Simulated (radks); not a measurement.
Values are calculated unless marked as measured or tabulated.
The copper ion Cu2+ inside a hard spherical wall (all orbitals vanish at R), configuration held at [Ar] 3d9 and not refilled when levels cross. Code: a radial shooting solver on a logarithmic mesh with Libxc functionals. Model: non-relativistic Kohn-Sham, r2SCAN, spin-polarised, spherical densities, point nucleus; open shells are filled with parallel spins first; meta-GGA in the generalised Kohn-Sham scheme. Eigenvalues in eV for spin up, with the zero of energy where the potential of the charges vanishes at infinity; a dash marks a level that is unbound or too diffuse for the functional's potential to be trusted. A positive occupied level is held by the wall or, in an anion where self-interaction has pushed it up, behind a barrier. The pressure on the wall is -dE/dV.

[
 {"R (bohr)": "free", "E (hartree)": "-1639.44233", "kinetic (hartree)": "1638.300", "e(2p)": "-944.80", "e(3s)": "-141.14", "e(3p)": "-99.651", "e(3d)": "-30.625", "e(4s, empty)": "-21.234", "e(4p, empty)": "-14.392", "pressure (GPa)": "0"},
 {"R (bohr)": "10", "E (hartree)": "-1639.44233", "kinetic (hartree)": "1638.300", "e(2p)": "-944.80", "e(3s)": "-141.14", "e(3p)": "-99.651", "e(3d)": "-30.625", "e(4s, empty)": "-21.234", "e(4p, empty)": "-14.391", "pressure (GPa)": "< 0.0001"},
 {"R (bohr)": "8", "E (hartree)": "-1639.44233", "kinetic (hartree)": "1638.300", "e(2p)": "-944.80", "e(3s)": "-141.14", "e(3p)": "-99.651", "e(3d)": "-30.625", "e(4s, empty)": "-21.233", "e(4p, empty)": "-14.379", "pressure (GPa)": "< 0.0001"},
 {"R (bohr)": "7", "E (hartree)": "-1639.44233", "kinetic (hartree)": "1638.300", "e(2p)": "-944.80", "e(3s)": "-141.14", "e(3p)": "-99.651", "e(3d)": "-30.625", "e(4s, empty)": "-21.227", "e(4p, empty)": "-14.334", "pressure (GPa)": "0.000499"},
 {"R (bohr)": "4", "E (hartree)": "-1639.43360", "kinetic (hartree)": "1638.377", "e(2p)": "-944.38", "e(3s)": "-140.77", "e(3p)": "-99.292", "e(3d)": "-30.273", "e(4s, empty)": "-19.475", "e(4p, empty)": "-10.792", "pressure (GPa)": "3.17"},
 {"R (bohr)": "3.5", "E (hartree)": "-1639.41223", "kinetic (hartree)": "1638.528", "e(2p)": "-943.64", "e(3s)": "-140.16", "e(3p)": "-98.696", "e(3d)": "-29.671", "e(4s, empty)": "-17.121", "e(4p, empty)": "-7.241", "pressure (GPa)": "14.2"},
 {"R (bohr)": "3", "E (hartree)": "-1639.33816", "kinetic (hartree)": "1638.974", "e(2p)": "-941.74", "e(3s)": "-138.65", "e(3p)": "-97.224", "e(3d)": "-28.128", "e(4s, empty)": "-11.567", "e(4p, empty)": "0.237", "pressure (GPa)": "67.8"},
 {"R (bohr)": "2.5", "E (hartree)": "-1639.06721", "kinetic (hartree)": "1640.395", "e(2p)": "-936.83", "e(3s)": "-135.01", "e(3p)": "-93.637", "e(3d)": "-24.152", "e(4s, empty)": "2.284", "e(4p, empty)": "17.178", "pressure (GPa)": "371"},
 {"R (bohr)": "1.5", "E (hartree)": "-1631.65949", "kinetic (hartree)": "1672.104", "e(2p)": "-878.57", "e(3s)": "-95.733", "e(3p)": "-52.532", "e(3d)": "23.445", "e(4s, empty)": "167.99", "e(4p, empty)": "190.65", "pressure (GPa)": "28800"}
]
